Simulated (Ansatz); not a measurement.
The same path of ClFH4Sn + H3N (11 atoms, charge 0, multiplicity 1) was run twice with different band settings.

These are results of RKS LDA/def2-SVP (Ansatz), not measurements.

Relaxed end points:

```xyz
11
Properties=species:S:1:pos:R:3
Sn -0.689 0.913 -1.609
Cl 0.881 -0.926 -1.383
H -0.682 0.746 -3.349
H 0.004 2.446 -1.286
H -2.273 0.481 -1.115
H -0.003 0.116 1.263
F -0.484 0.934 0.726
H 0.954 -1.288 0.715
N 0.670 -0.963 1.671
H 0.111 -1.692 2.135
H 1.510 -0.768 2.232
```

```xyz
11
Properties=species:S:1:pos:R:3
Sn -0.761 1.017 -1.463
Cl 1.437 -0.435 -1.124
H -1.084 -0.110 -2.721
H 0.343 2.310 -1.723
H -2.298 1.784 -1.137
H -0.180 -0.384 1.236
F -1.003 0.369 0.498
H 1.234 -0.975 0.643
N 0.685 -1.016 1.594
H 0.412 -1.979 1.836
H 1.216 -0.582 2.361
```

Common settings: movable images 7; climbing image yes; optimiser quadratic models (default); start path through a guess of the saddle point; force threshold 0.05 eV/Å; iteration limit 60; end points relaxed.

| run | spring |
| --- | --- |
| 1 | 5.0 eV/Å² |
| 2 | 0.1 eV/Å² |

(1) What does each run give, and how far can it be trusted?

Answers

(1) Run 1: converged after 8 iterations, highest image 0.159 eV above the first end. The top lies less than 8 meV above the higher end, about what the thresholds resolve: that end is a shoulder or a very shallow well. A vibrational analysis at the climbing image gives one clearly imaginary mode, 134i cm⁻¹: a first-order saddle point.
Run 2: converged after 13 iterations, highest image 0.157 eV above the first end. The top lies less than 8 meV above the higher end, about what the thresholds resolve: that end is a shoulder or a very shallow well. Another band between the same ends (7 images) ends at a top of the same energy, where a vibrational analysis finds 1 clearly imaginary mode.
